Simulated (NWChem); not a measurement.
# C2H9NSi; SMILES C[SiH2]CN

```xyz
13

C      0.9825     1.5882     0.1329
Si    -0.6352     0.6705    -0.1603
C     -0.4938    -1.1423     0.3768
N      0.6392    -1.7798    -0.2759
H      1.2644     1.5718     1.1976
H      0.8984     2.6411    -0.1774
H      1.7997     1.1345    -0.4499
H     -1.7349     1.3195     0.6264
H     -0.9957     0.7394    -1.6104
H     -0.5050    -1.2045     1.4878
H     -1.4251    -1.6337     0.0444
H      1.5155    -1.3954     0.0710
H      0.6682    -2.7772    -0.0728
```
Atoms are numbered in this order, from 1.

All runs: NWChem. Medium grid unless said otherwise, to which SCAN and Minnesota functionals are sensitive. Coordinates come from a PBE0/def2-SVP optimisation. Total energies of different functionals are on different scales.

```json
[
 {"level": "PBE/def2-TZVP", "energy (Ha)": "-425.5917", "highest occupied level (eV)": "-5.38", "orbital gap (eV)": "5.27", "dipole (D)": "1.75"},
 {"level": "B3LYP/def2-TZVP", "energy (Ha)": "-425.9636", "highest occupied level (eV)": "-6.62", "orbital gap (eV)": "7.01", "dipole (D)": "1.72"},
 {"level": "TPSSh/def2-TZVP", "energy (Ha)": "-425.9638", "highest occupied level (eV)": "-6.06", "orbital gap (eV)": "6.51", "dipole (D)": "1.71"},
 {"level": "LDA (Slater exchange, VWN5)/def2-TZVP", "energy (Ha)": "-423.5384", "highest occupied level (eV)": "-5.48", "orbital gap (eV)": "5.20", "dipole (D)": "1.79"},
 {"level": "M06-2X/def2-TZVP", "energy (Ha)": "-425.8384", "highest occupied level (eV)": "-8.26", "orbital gap (eV)": "9.59", "dipole (D)": "1.65"},
 {"level": "PBE0/def2-TZVP", "energy (Ha)": "-425.6435", "highest occupied level (eV)": "-6.84", "orbital gap (eV)": "7.55", "dipole (D)": "1.75"}
]
```
